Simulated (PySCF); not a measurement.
BH5O4Ti, SMILES B[O][Ti]([OH])([OH])[OH], multiplicity 1.

Geometry: r2SCAN-D4/def2-SVP. The spin state was assumed, not searched. Other conformers were not sampled.

Calculation: TDA-ωB97X/def2-SVPD run with PySCF.

Vertical excitations. The molecule is in vacuum.

```tsv
state	energy (eV)	λ (nm)	f	main pairs
S1	4.99	248	0.002	HOMO→LUMO 83 %
S2	5.57	223	0.031	HOMO→LUMO+1 83 %
S3	5.96	208	0.001	HOMO→LUMO+3 50 %, HOMO−3→LUMO 12 %, HOMO→LUMO+9 9 %, HOMO→LUMO+8 8 %
S4	6.23	199	0.003	HOMO−2→LUMO 72 %, HOMO−1→LUMO+1 15 %
S5	6.25	198	0.006	HOMO−1→LUMO 37 %, HOMO−1→LUMO+1 34 %, HOMO−2→LUMO+1 10 %, HOMO−2→LUMO 7 %
S6	6.36	195	0.002	HOMO→LUMO+4 55 %, HOMO→LUMO+5 9 %
S7	6.41	194	0.012	HOMO−1→LUMO+1 32 %, HOMO−1→LUMO 30 %, HOMO−2→LUMO 6 %, HOMO−3→LUMO 5 %
S8	6.44	193	0.004	HOMO−2→LUMO+1 26 %, HOMO−3→LUMO 23 %, HOMO−3→LUMO+1 22 %, HOMO−1→LUMO 9 %
S9	6.53	190	0.006	HOMO−4→LUMO 30 %, HOMO−2→LUMO+1 30 %, HOMO−3→LUMO 18 %
S10	6.66	186	0.002	HOMO→LUMO+6 34 %, HOMO→LUMO+3 15 %, HOMO→LUMO+8 13 %, HOMO→LUMO+9 12 %
T1	4.80	259	0	HOMO→LUMO 75 %
T2	5.15	241	0	HOMO→LUMO+1 81 %
T3	5.66	219	0	HOMO→LUMO+3 27 %, HOMO−3→LUMO 18 %, HOMO→LUMO+9 11 %, HOMO→LUMO+8 11 %
T4	5.84	212	0	HOMO−1→LUMO 64 %
```
Triplets are in the Tamm–Dancoff approximation.
